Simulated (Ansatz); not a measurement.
An input meant for SiH2MeBr (CH5BrSi) (charge 0, singlet).

```yaml
crystal:
  periodic: [false, false, false]
  atoms:
    - {symbol: Si, position_ang: [0.461497, -0.626799, 0.334578]}
    - {symbol: H, position_ang: [0.449914, -0.682621, 1.815678]}
    - {symbol: H, position_ang: [1.860260, -0.692180, -0.151253]}
    - {symbol: C, position_ang: [-0.416045, 0.881475, -0.302428]}
    - {symbol: H, position_ang: [0.071794, 1.785667, 0.072996]}
    - {symbol: H, position_ang: [-1.457739, 0.890955, 0.024783]}
    - {symbol: H, position_ang: [-0.398450, 0.908137, -1.393832]}
    - {symbol: Br, position_ang: [-0.571231, -2.464633, -0.400512]}
basis:
  gaussian: {orbitals: def2-SVP}
hamiltonian: {xc: {name: B2PLYP}}
charge: 1
```

```sh
$ ansatz run in.yaml --threads 4 --pin off --events-out ev --progress --plain --max-ram 3916MiB
```

It prints (some lines left out):

```
Error: YAML parse error: error: line 15 column 1: unknown field `charge`, expected one of crystal, accuracy, basis, kpoints, hamiltonian, magnetization, projection, total_charge, correlation, batch, efield, external_charges, scf, relax, neb, saddle, md, ramp, phonons, dielectric, real_time, elastic, magnetic_configurations, gw, evaluate, workflow, output, checkpoint, execution
13 |   gaussian: {orbitals: def2-SVP}
14 | hamiltonian: {xc: {name: B2PLYP}}
15 | charge: 1
```

Something in this input is off. What?

The input holds a key that doesn't belong there (the charge goes under total_charge). The input was rejected before any iteration.
